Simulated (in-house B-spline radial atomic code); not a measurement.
**PBE0 excitations of Ga IV (Ga3+)**

Method: PBE0. Computed with an all-electron radial atomic-structure program (B-spline basis): linear response of the closed shell [Ar] 3d10 with the functional's adiabatic kernel; scalar-relativistic (spin-free one-electron X2C), finite nucleus, no spin-orbit coupling, no double excitations, S, P, D and F terms only. Only terms of natural parity with L up to 3 were computed.

Command:
```bash
python run_td.py task.json out
```
Settings (radii: box in bohr, nucleus in fm):
```
Z                        31
electrons                28
configuration            [Ar] 3d10
hamiltonian              x2c
method                   pbe0
box_radius               23.08
rms_radius               3.9973
intervals                72
```

Run time, properties included: 2.1 s on 1 thread of Arm Neoverse N1 (shared host).

The lowest states, in the order of their Tamm-Dancoff energies; the method's threshold (minus the highest occupied level) is 55.88 eV. Labels give the largest channel, * marks a mixed state, and oscillator strengths are full-response dipole values. Semilocal kernels can invert the small singlet-triplet splittings of Rydberg terms. Energies in eV:

| state | full response | Tamm-Dancoff | oscillator strength |
| --- | --- | --- | --- |
| 3d → 4s 3D | 16.825 | 16.849 | - |
| 3d → 4s 1D | 17.490 | 17.499 | - |
| 3d → 4p 3P | 26.092 | 26.120 | - |
| 3d → 4p 3F | ? | ? | - |
| 3d → 4p 1F | 26.699 | 26.701 | - |
| 3d → 4p 1P | 27.548 | 27.622 | 0.521 |
| 3d → 4d 3S | 38.22 | 38.26 | - |
| 3d → 4d 3D | 38.87 | 38.88 | - |
| 3d → 4d 1D | 39.23 | 39.24 | - |
| 3d → 5s 3D | ? | ? | - |

Where does 3d → 5s 3D lie?

At 39.64 eV in full response, 39.64 eV in Tamm-Dancoff.

Where does 3d → 4p 3F lie?

At 26.323 eV in full response, 26.341 eV in Tamm-Dancoff.

How large is the singlet-triplet splitting of 3d → 4s (D terms) in Tamm-Dancoff?

0.65 eV, from the unrounded values.

What polarisabilities and dispersion coefficient does the method give?

Dipole 1.41 bohr³, quadrupole 2.908 bohr⁵, C6 3.146 hartree·bohr⁶ for two such species.
